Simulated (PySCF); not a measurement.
# A series of related molecules

Level of theory: PySCF 2.14.0, TDDFT CAM-B3LYP/aug-cc-pVDZ excited states, vertical, gas phase. Geometry: PBE0-D3(BJ)/def2-SVP.

Each molecule in one low-energy conformer.

The calculation is non-relativistic, which matters for the atoms heavier than Zn.

(1) How does the largest two-photon cross section among the few lowest singlets (linear parallel light, single beam, Lorentzian half width 0.1 eV, states within 0.08 eV summed) change along this series?
- C=C(F)/C(F)=C\N(C)C (H replaced by N(CH3)2)
- C=C(F)/C(F)=C/[Se]C (H replaced by SeCH3)
- C=C(F)/C(F)=C\C=O (H replaced by CHO)

Answers

(1) 
| molecule | S1 (eV) | f(S1) | largest σ (GM) | at photon λ (nm) |
| --- | --- | --- | --- | --- |
| C=C(F)/C(F)=C\N(C)C | 4.48 | 0.536 | 17.3 | 440 |
| C=C(F)/C(F)=C/[Se]C | 4.67 | 0.352 | 5.7 | 518 |
| C=C(F)/C(F)=C\C=O | 3.64 | 0.000 | 37.3 | 349 |

The largest two-photon cross section among the few lowest singlets (linear parallel light, single beam, Lorentzian half width 0.1 eV, states within 0.08 eV summed) is lowest for C=C(F)/C(F)=C/[Se]C and highest for C=C(F)/C(F)=C\C=O.
